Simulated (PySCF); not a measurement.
C6H12OP2.
Numbering: `[CH2:1]=[CH:2][CH2:3]/[P:4]=[P:5]/[CH2:6][CH2:7][CH2:8][OH:9]` (hydrogens: H10, H11 on C1; H12 on C2; H13, H14 on C3; H15, H16 on C6; H17, H18 on C7; H19, H20 on C8; H21 on O9)

The same species was optimised twice, with GFN2-xTB and with PBE0-D3(BJ)/def2-SVP (PySCF), and the same property calculations (PySCF, gas phase) were run on both structures.

```tsv
coordinate	GFN2-xTB	PBE0-D3(BJ)/def2-SVP	change
C1=C2 (Å)	1.322	1.334	+0.012
C7–C8 (Å)	1.531	1.522	-0.009
C8–O9 (Å)	1.406	1.400	-0.006
C2–C3 (Å)	1.484	1.489	+0.005
P4=P5 (Å)	2.031	2.028	-0.003
P5–C6 (Å)	1.868	1.866	-0.002
C3–P4 (Å)	1.878	1.880	+0.002
C6–C7 (Å)	1.519	1.518	-0.001
C2–C3–P4 (°)	115.0	118.2	+3.2
P5–C6–C7 (°)	118.0	121.2	+3.2
C3–P4–P5 (°)	100.3	101.8	+1.5
C6–C7–C8 (°)	111.4	112.7	+1.3
C1–C2–C3 (°)	124.2	125.0	+0.8
C7–C8–O9 (°)	112.7	113.1	+0.4
P4–P5–C6 (°)	101.8	102.1	+0.3
C1–C2–C3–P4 (°)	-109	-112	-3
C2–C3–P4–P5 (°)	9	9	0
P4–P5–C6–C7 (°)	1	0	-1
P5–C6–C7–C8 (°)	180	-178	+2
```

Rotational constants: A = 3298, B = 442.3, C = 400.3 MHz (GFN2-xTB) against A = 3379, B = 422.3, C = 385.0 MHz (PBE0-D3(BJ)/def2-SVP). Point groups within 0.08 Å: C1 and C1.

On the GFN2-xTB structure: HOMO (eV) -6.81 [PBE0/pcSseg-1]; LUMO (eV) -2.35 [PBE0/pcSseg-1]; dipole (D) 1.49 [PBE0/pcSseg-1]; GIAO shielding of C1 (ppm) 64.0 [PBE0/pcSseg-1]; GIAO shielding of C2 (ppm) 40.6 [PBE0/pcSseg-1]; GIAO shielding of C3 (ppm) 137.8 [PBE0/pcSseg-1]; GIAO shielding of P4 (ppm) -339.4 [PBE0/pcSseg-1]; GIAO shielding of P5 (ppm) -360.0 [PBE0/pcSseg-1]; GIAO shielding of C6 (ppm) 147.2 [PBE0/pcSseg-1]; GIAO shielding of C7 (ppm) 143.6 [PBE0/pcSseg-1]; GIAO shielding of C8 (ppm) 116.3 [PBE0/pcSseg-1].

What do these properties become on the PBE0-D3(BJ)/def2-SVP structure?

```
                                    property          level  on GFN2-xTB  on PBE0-D3(BJ)/def2-SVP  change
                                   HOMO (eV)  PBE0/pcSseg-1        -6.81                    -6.83   -0.02
                                   LUMO (eV)  PBE0/pcSseg-1        -2.35                    -2.32   +0.03
                                  dipole (D)  PBE0/pcSseg-1         1.49                     1.46   -0.03
energy, GFN2-xTB geometry as zero (kcal/mol)  PBE0/pcSseg-1          0.0                     -1.4    -1.4
                  GIAO shielding of C1 (ppm)  PBE0/pcSseg-1         64.0                     59.8    -4.2
                  GIAO shielding of C2 (ppm)  PBE0/pcSseg-1         40.6                     39.1    -1.5
                  GIAO shielding of C3 (ppm)  PBE0/pcSseg-1        137.8                    137.0    -0.8
                  GIAO shielding of P4 (ppm)  PBE0/pcSseg-1       -339.4                   -326.6   +12.8
                  GIAO shielding of P5 (ppm)  PBE0/pcSseg-1       -360.0                   -337.3   +22.7
                  GIAO shielding of C6 (ppm)  PBE0/pcSseg-1        147.2                    146.3    -0.9
                  GIAO shielding of C7 (ppm)  PBE0/pcSseg-1        143.6                    145.2    +1.6
                  GIAO shielding of C8 (ppm)  PBE0/pcSseg-1        116.3                    116.5    +0.2
```

The heavy atoms differ by 0.082 Å rms after alignment. Among bonds between heavy atoms C1=C2 changes most (+0.012 Å). Changes are differences of the printed values. Neither structure is proved a minimum here.
